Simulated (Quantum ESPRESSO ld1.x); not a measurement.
Q: These are the eigenvalues of the occupied orbitals of an atom or ion with whole-number occupations (eV). Method: Dirac Kohn-Sham, LDA (Slater exchange, Perdew-Zunger correlation), spin-unpolarised, spherical densities, point nucleus; computed with ld1.x of Quantum ESPRESSO 7.5.

1s1/2: -61331.3
2s1/2: -13501.3
2p1/2: -13099.7
2p3/2: -12158.6
3s1/2: -5431.17
3p1/2: -5285.82

Which element is it, and in what charge state? The configuration may be excited. Open shells, if any, fill j = l - 1/2 first.

A: Z = 68, erbium, charge +54: Er54+ in [Ne] 3s2 3p2. The list shows which subshells hold electrons but not how many an open one holds; the 1s level, -2253.9 hartree, gives Z - s = 67.1 by -(Z - s)^2/2, which with screening and relativity narrows Z to a few neighbours, and the depths of the outer levels then fix element, charge and occupations together.
